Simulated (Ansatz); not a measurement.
F₂O (SMILES FOF), singlet, geometry from GFN2-xTB; B97M-V/cc-pVDZ in Ansatz (a program for electronic structure).

The Ansatz input:
Ansatz 0.2 input:
```yaml
crystal:
  periodic: [false, false, false]
  atoms:
    - {symbol: F, position_ang: [0.01888970, 1.09187156, -0.24723650]}
    - {symbol: O, position_ang: [-0.02243225, -0.00276003, 0.56897714]}
    - {symbol: F, position_ang: [0.00105008, -1.08941820, -0.25852096]}
basis:
  gaussian:
    orbitals: cc-pVDZ
hamiltonian:
  xc: {name: B97M-V}
```

Output, abridged:

```
Functional definition: B97M-V
407 factors; their error is unknown
mean field evaluation 1: about -7471.1202 eV, gradient 2.2e1 eV
mean field evaluation 2: about -7469.6964 eV, gradient 3.7e1 eV
mean field evaluation 4: about -7471.7755 eV, gradient 4.5e-1 eV
mean field evaluation 8: about -7471.7413 eV, gradient 8.7e-2 eV
mean field -7471.74133360 eV, -274.5814294815 hartree, gradient 1.2e-5 eV, S^2 0.000000; 0 other end points of the search recorded, 0 dependent functions left out
reference -7471.74134414 eV, -274.5814298689 hartree; 13, 13 occupied and 29, 29 virtual orbitals, 407 factors
Total energy: -7471.74134414 eV, -274.5814298689 hartree
```
